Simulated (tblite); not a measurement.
Species: C6H9NSi.
Numbering: `[CH:1]#[C:2][SiH2:3]/[N:4]=[CH:5]/[CH:6]=[CH:7]/[CH3:8]` (hydrogens: H9 on C1; H10, H11 on Si3; H12 on C5; H13 on C6; H14 on C7; H15, H16, H17 on C8)

Computed with GFN2-xTB (tblite), gas phase: Langevin dynamics at 300 K from the optimised GFN2-xTB geometry, time step 0.5 fs, friction 0.01 fs⁻¹, 2000 steps. The instantaneous temperature is 2·E(kin)/(3Nk) with all 3N coordinates.

```json
{"t (fs)": "0", "T (K)": "259", "E(pot) above start (eV)": "0.000", "C1≡C2 (Å)": "1.201", "C2–Si3 (Å)": "1.852", "Si3–N4 (Å)": "1.713", "N4=C5 (Å)": "1.259", "C5–C6 (Å)": "1.450", "C1–H9 (Å)": "1.053", "C2–Si3–N4–C5 (°)": "-122"}
{"t (fs)": "25", "T (K)": "205", "E(pot) above start (eV)": "0.338", "C1≡C2 (Å)": "1.206", "C2–Si3 (Å)": "1.826", "Si3–N4 (Å)": "1.736", "N4=C5 (Å)": "1.257", "C5–C6 (Å)": "1.467", "C1–H9 (Å)": "1.087", "C2–Si3–N4–C5 (°)": "-118"}
{"t (fs)": "50", "T (K)": "263", "E(pot) above start (eV)": "0.375", "C1≡C2 (Å)": "1.218", "C2–Si3 (Å)": "1.873", "Si3–N4 (Å)": "1.714", "N4=C5 (Å)": "1.244", "C5–C6 (Å)": "1.405", "C1–H9 (Å)": "1.040", "C2–Si3–N4–C5 (°)": "-138"}
{"t (fs)": "75", "T (K)": "212", "E(pot) above start (eV)": "0.504", "C1≡C2 (Å)": "1.171", "C2–Si3 (Å)": "1.826", "Si3–N4 (Å)": "1.706", "N4=C5 (Å)": "1.257", "C5–C6 (Å)": "1.437", "C1–H9 (Å)": "1.059", "C2–Si3–N4–C5 (°)": "-140"}
{"t (fs)": "100", "T (K)": "200", "E(pot) above start (eV)": "0.543", "C1≡C2 (Å)": "1.222", "C2–Si3 (Å)": "1.882", "Si3–N4 (Å)": "1.688", "N4=C5 (Å)": "1.299", "C5–C6 (Å)": "1.461", "C1–H9 (Å)": "1.078", "C2–Si3–N4–C5 (°)": "-142"}
{"t (fs)": "125", "T (K)": "354", "E(pot) above start (eV)": "0.357", "C1≡C2 (Å)": "1.208", "C2–Si3 (Å)": "1.842", "Si3–N4 (Å)": "1.702", "N4=C5 (Å)": "1.246", "C5–C6 (Å)": "1.515", "C1–H9 (Å)": "1.035", "C2–Si3–N4–C5 (°)": "-129"}
{"t (fs)": "150", "T (K)": "296", "E(pot) above start (eV)": "0.486", "C1≡C2 (Å)": "1.201", "C2–Si3 (Å)": "1.870", "Si3–N4 (Å)": "1.720", "N4=C5 (Å)": "1.222", "C5–C6 (Å)": "1.474", "C1–H9 (Å)": "1.098", "C2–Si3–N4–C5 (°)": "-117"}
{"t (fs)": "175", "T (K)": "281", "E(pot) above start (eV)": "0.513", "C1≡C2 (Å)": "1.217", "C2–Si3 (Å)": "1.871", "Si3–N4 (Å)": "1.754", "N4=C5 (Å)": "1.295", "C5–C6 (Å)": "1.421", "C1–H9 (Å)": "1.045", "C2–Si3–N4–C5 (°)": "-99"}
{"t (fs)": "200", "T (K)": "299", "E(pot) above start (eV)": "0.546", "C1≡C2 (Å)": "1.187", "C2–Si3 (Å)": "1.863", "Si3–N4 (Å)": "1.716", "N4=C5 (Å)": "1.271", "C5–C6 (Å)": "1.422", "C1–H9 (Å)": "1.083", "C2–Si3–N4–C5 (°)": "-83"}
{"t (fs)": "225", "T (K)": "271", "E(pot) above start (eV)": "0.536", "C1≡C2 (Å)": "1.213", "C2–Si3 (Å)": "1.892", "Si3–N4 (Å)": "1.715", "N4=C5 (Å)": "1.246", "C5–C6 (Å)": "1.470", "C1–H9 (Å)": "1.018", "C2–Si3–N4–C5 (°)": "-76"}
{"t (fs)": "250", "T (K)": "271", "E(pot) above start (eV)": "0.647", "C1≡C2 (Å)": "1.202", "C2–Si3 (Å)": "1.804", "Si3–N4 (Å)": "1.746", "N4=C5 (Å)": "1.256", "C5–C6 (Å)": "1.515", "C1–H9 (Å)": "1.122", "C2–Si3–N4–C5 (°)": "-72"}
{"t (fs)": "275", "T (K)": "300", "E(pot) above start (eV)": "0.583", "C1≡C2 (Å)": "1.204", "C2–Si3 (Å)": "1.918", "Si3–N4 (Å)": "1.702", "N4=C5 (Å)": "1.275", "C5–C6 (Å)": "1.470", "C1–H9 (Å)": "0.997", "C2–Si3–N4–C5 (°)": "-78"}
{"t (fs)": "300", "T (K)": "262", "E(pot) above start (eV)": "0.589", "C1≡C2 (Å)": "1.203", "C2–Si3 (Å)": "1.850", "Si3–N4 (Å)": "1.713", "N4=C5 (Å)": "1.253", "C5–C6 (Å)": "1.428", "C1–H9 (Å)": "1.113", "C2–Si3–N4–C5 (°)": "-81"}
{"t (fs)": "325", "T (K)": "274", "E(pot) above start (eV)": "0.624", "C1≡C2 (Å)": "1.218", "C2–Si3 (Å)": "1.875", "Si3–N4 (Å)": "1.735", "N4=C5 (Å)": "1.257", "C5–C6 (Å)": "1.435", "C1–H9 (Å)": "1.002", "C2–Si3–N4–C5 (°)": "-86"}
{"t (fs)": "350", "T (K)": "286", "E(pot) above start (eV)": "0.638", "C1≡C2 (Å)": "1.195", "C2–Si3 (Å)": "1.888", "Si3–N4 (Å)": "1.704", "N4=C5 (Å)": "1.282", "C5–C6 (Å)": "1.463", "C1–H9 (Å)": "1.091", "C2–Si3–N4–C5 (°)": "-88"}
{"t (fs)": "375", "T (K)": "346", "E(pot) above start (eV)": "0.687", "C1≡C2 (Å)": "1.200", "C2–Si3 (Å)": "1.877", "Si3–N4 (Å)": "1.708", "N4=C5 (Å)": "1.291", "C5–C6 (Å)": "1.458", "C1–H9 (Å)": "1.025", "C2–Si3–N4–C5 (°)": "-94"}
{"t (fs)": "400", "T (K)": "341", "E(pot) above start (eV)": "0.783", "C1≡C2 (Å)": "1.223", "C2–Si3 (Å)": "1.854", "Si3–N4 (Å)": "1.702", "N4=C5 (Å)": "1.206", "C5–C6 (Å)": "1.441", "C1–H9 (Å)": "1.084", "C2–Si3–N4–C5 (°)": "-91"}
{"t (fs)": "425", "T (K)": "416", "E(pot) above start (eV)": "0.695", "C1≡C2 (Å)": "1.194", "C2–Si3 (Å)": "1.859", "Si3–N4 (Å)": "1.716", "N4=C5 (Å)": "1.284", "C5–C6 (Å)": "1.479", "C1–H9 (Å)": "1.056", "C2–Si3–N4–C5 (°)": "-86"}
{"t (fs)": "450", "T (K)": "319", "E(pot) above start (eV)": "0.716", "C1≡C2 (Å)": "1.203", "C2–Si3 (Å)": "1.878", "Si3–N4 (Å)": "1.668", "N4=C5 (Å)": "1.342", "C5–C6 (Å)": "1.429", "C1–H9 (Å)": "1.041", "C2–Si3–N4–C5 (°)": "-100"}
{"t (fs)": "475", "T (K)": "398", "E(pot) above start (eV)": "0.597", "C1≡C2 (Å)": "1.208", "C2–Si3 (Å)": "1.822", "Si3–N4 (Å)": "1.730", "N4=C5 (Å)": "1.251", "C5–C6 (Å)": "1.443", "C1–H9 (Å)": "1.072", "C2–Si3–N4–C5 (°)": "-106"}
{"t (fs)": "500", "T (K)": "286", "E(pot) above start (eV)": "0.920", "C1≡C2 (Å)": "1.188", "C2–Si3 (Å)": "1.906", "Si3–N4 (Å)": "1.741", "N4=C5 (Å)": "1.204", "C5–C6 (Å)": "1.461", "C1–H9 (Å)": "1.043", "C2–Si3–N4–C5 (°)": "-103"}
{"t (fs)": "525", "T (K)": "351", "E(pot) above start (eV)": "0.725", "C1≡C2 (Å)": "1.201", "C2–Si3 (Å)": "1.810", "Si3–N4 (Å)": "1.666", "N4=C5 (Å)": "1.294", "C5–C6 (Å)": "1.448", "C1–H9 (Å)": "1.063", "C2–Si3–N4–C5 (°)": "-119"}
{"t (fs)": "550", "T (K)": "302", "E(pot) above start (eV)": "0.632", "C1≡C2 (Å)": "1.223", "C2–Si3 (Å)": "1.916", "Si3–N4 (Å)": "1.719", "N4=C5 (Å)": "1.294", "C5–C6 (Å)": "1.413", "C1–H9 (Å)": "1.041", "C2–Si3–N4–C5 (°)": "-135"}
{"t (fs)": "575", "T (K)": "311", "E(pot) above start (eV)": "0.829", "C1≡C2 (Å)": "1.190", "C2–Si3 (Å)": "1.828", "Si3–N4 (Å)": "1.759", "N4=C5 (Å)": "1.222", "C5–C6 (Å)": "1.403", "C1–H9 (Å)": "1.053", "C2–Si3–N4–C5 (°)": "-137"}
{"t (fs)": "600", "T (K)": "348", "E(pot) above start (eV)": "0.656", "C1≡C2 (Å)": "1.219", "C2–Si3 (Å)": "1.851", "Si3–N4 (Å)": "1.702", "N4=C5 (Å)": "1.263", "C5–C6 (Å)": "1.468", "C1–H9 (Å)": "1.058", "C2–Si3–N4–C5 (°)": "-141"}
{"t (fs)": "625", "T (K)": "348", "E(pot) above start (eV)": "0.625", "C1≡C2 (Å)": "1.207", "C2–Si3 (Å)": "1.851", "Si3–N4 (Å)": "1.758", "N4=C5 (Å)": "1.293", "C5–C6 (Å)": "1.494", "C1–H9 (Å)": "1.055", "C2–Si3–N4–C5 (°)": "-133"}
{"t (fs)": "650", "T (K)": "286", "E(pot) above start (eV)": "0.588", "C1≡C2 (Å)": "1.206", "C2–Si3 (Å)": "1.826", "Si3–N4 (Å)": "1.728", "N4=C5 (Å)": "1.253", "C5–C6 (Å)": "1.477", "C1–H9 (Å)": "1.052", "C2–Si3–N4–C5 (°)": "-118"}
{"t (fs)": "675", "T (K)": "255", "E(pot) above start (eV)": "0.629", "C1≡C2 (Å)": "1.208", "C2–Si3 (Å)": "1.882", "Si3–N4 (Å)": "1.751", "N4=C5 (Å)": "1.250", "C5–C6 (Å)": "1.449", "C1–H9 (Å)": "1.077", "C2–Si3–N4–C5 (°)": "-113"}
{"t (fs)": "700", "T (K)": "219", "E(pot) above start (eV)": "0.557", "C1≡C2 (Å)": "1.201", "C2–Si3 (Å)": "1.837", "Si3–N4 (Å)": "1.735", "N4=C5 (Å)": "1.279", "C5–C6 (Å)": "1.446", "C1–H9 (Å)": "1.055", "C2–Si3–N4–C5 (°)": "-123"}
{"t (fs)": "725", "T (K)": "188", "E(pot) above start (eV)": "0.594", "C1≡C2 (Å)": "1.209", "C2–Si3 (Å)": "1.908", "Si3–N4 (Å)": "1.731", "N4=C5 (Å)": "1.246", "C5–C6 (Å)": "1.453", "C1–H9 (Å)": "1.052", "C2–Si3–N4–C5 (°)": "-134"}
{"t (fs)": "750", "T (K)": "294", "E(pot) above start (eV)": "0.502", "C1≡C2 (Å)": "1.187", "C2–Si3 (Å)": "1.813", "Si3–N4 (Å)": "1.756", "N4=C5 (Å)": "1.230", "C5–C6 (Å)": "1.465", "C1–H9 (Å)": "1.058", "C2–Si3–N4–C5 (°)": "-130"}
{"t (fs)": "775", "T (K)": "318", "E(pot) above start (eV)": "0.410", "C1≡C2 (Å)": "1.218", "C2–Si3 (Å)": "1.915", "Si3–N4 (Å)": "1.714", "N4=C5 (Å)": "1.281", "C5–C6 (Å)": "1.449", "C1–H9 (Å)": "1.045", "C2–Si3–N4–C5 (°)": "-129"}
{"t (fs)": "800", "T (K)": "319", "E(pot) above start (eV)": "0.575", "C1≡C2 (Å)": "1.208", "C2–Si3 (Å)": "1.799", "Si3–N4 (Å)": "1.725", "N4=C5 (Å)": "1.298", "C5–C6 (Å)": "1.452", "C1–H9 (Å)": "1.090", "C2–Si3–N4–C5 (°)": "-132"}
{"t (fs)": "825", "T (K)": "352", "E(pot) above start (eV)": "0.625", "C1≡C2 (Å)": "1.186", "C2–Si3 (Å)": "1.944", "Si3–N4 (Å)": "1.665", "N4=C5 (Å)": "1.250", "C5–C6 (Å)": "1.448", "C1–H9 (Å)": "1.035", "C2–Si3–N4–C5 (°)": "-140"}
{"t (fs)": "850", "T (K)": "296", "E(pot) above start (eV)": "0.729", "C1≡C2 (Å)": "1.213", "C2–Si3 (Å)": "1.785", "Si3–N4 (Å)": "1.736", "N4=C5 (Å)": "1.223", "C5–C6 (Å)": "1.440", "C1–H9 (Å)": "1.088", "C2–Si3–N4–C5 (°)": "-158"}
{"t (fs)": "875", "T (K)": "404", "E(pot) above start (eV)": "0.636", "C1≡C2 (Å)": "1.214", "C2–Si3 (Å)": "1.874", "Si3–N4 (Å)": "1.694", "N4=C5 (Å)": "1.283", "C5–C6 (Å)": "1.450", "C1–H9 (Å)": "1.043", "C2–Si3–N4–C5 (°)": "-156"}
{"t (fs)": "900", "T (K)": "538", "E(pot) above start (eV)": "0.532", "C1≡C2 (Å)": "1.183", "C2–Si3 (Å)": "1.856", "Si3–N4 (Å)": "1.665", "N4=C5 (Å)": "1.298", "C5–C6 (Å)": "1.413", "C1–H9 (Å)": "1.062", "C2–Si3–N4–C5 (°)": "-139"}
{"t (fs)": "925", "T (K)": "319", "E(pot) above start (eV)": "0.697", "C1≡C2 (Å)": "1.233", "C2–Si3 (Å)": "1.851", "Si3–N4 (Å)": "1.732", "N4=C5 (Å)": "1.247", "C5–C6 (Å)": "1.410", "C1–H9 (Å)": "1.071", "C2–Si3–N4–C5 (°)": "-108"}
{"t (fs)": "950", "T (K)": "332", "E(pot) above start (eV)": "0.656", "C1≡C2 (Å)": "1.193", "C2–Si3 (Å)": "1.847", "Si3–N4 (Å)": "1.747", "N4=C5 (Å)": "1.267", "C5–C6 (Å)": "1.423", "C1–H9 (Å)": "1.055", "C2–Si3–N4–C5 (°)": "-101"}
{"t (fs)": "975", "T (K)": "337", "E(pot) above start (eV)": "0.455", "C1≡C2 (Å)": "1.204", "C2–Si3 (Å)": "1.857", "Si3–N4 (Å)": "1.700", "N4=C5 (Å)": "1.259", "C5–C6 (Å)": "1.463", "C1–H9 (Å)": "1.057", "C2–Si3–N4–C5 (°)": "-93"}
{"t (fs)": "1000", "T (K)": "333", "E(pot) above start (eV)": "0.499", "C1≡C2 (Å)": "1.201", "C2–Si3 (Å)": "1.898", "Si3–N4 (Å)": "1.738", "N4=C5 (Å)": "1.254", "C5–C6 (Å)": "1.474", "C1–H9 (Å)": "1.063", "C2–Si3–N4–C5 (°)": "-95"}
```

**Question.** From 500 fs on, how do temperature and potential energy compare with equipartition?

**Answer.** The mean temperature of these 21 frames is 321 K against the target 300 K, and the mean potential energy 0.62 eV against 45 × kT/2 = 0.58 eV for 45 classical harmonic modes. For 17 atoms in a canonical ensemble the temperature itself scatters by T·√(2/(3N)) = 59 K; here its standard deviation is 67 K. The whole run lasts only 10 friction times of 100 fs, so these averages carry a wide statistical error.

**Question.** What are the kinetic and total energies of the listed frame with the highest potential energy?

**Answer.** The one at 500 fs, 0.920 eV above the start. Its kinetic energy is 3NkT/2 = 0.629 eV at 286 K, so the sum is 1.55 eV; over the listed frames the sum runs from 0.57 to 1.71 eV, since the thermostat adds and removes energy.

**Question.** How much do the listed bonds fluctuate from 500 fs on?

**Answer.** 
| bond | at the start (Å) | mean (Å) | standard deviation (Å) |
| --- | --- | --- | --- |
| C1≡C2 | 1.201 | 1.204 | 0.013 |
| C2–Si3 | 1.852 | 1.860 | 0.042 |
| Si3–N4 | 1.713 | 1.722 | 0.029 |
| N4=C5 | 1.259 | 1.261 | 0.027 |
| C5–C6 | 1.450 | 1.448 | 0.023 |
| C1–H9 | 1.053 | 1.058 | 0.014 |

The motion is classical and holds no zero-point motion.

What follows is the cost of the whole dynamics run. Rough CPU time on one thread of a shared machine: about 50 s.
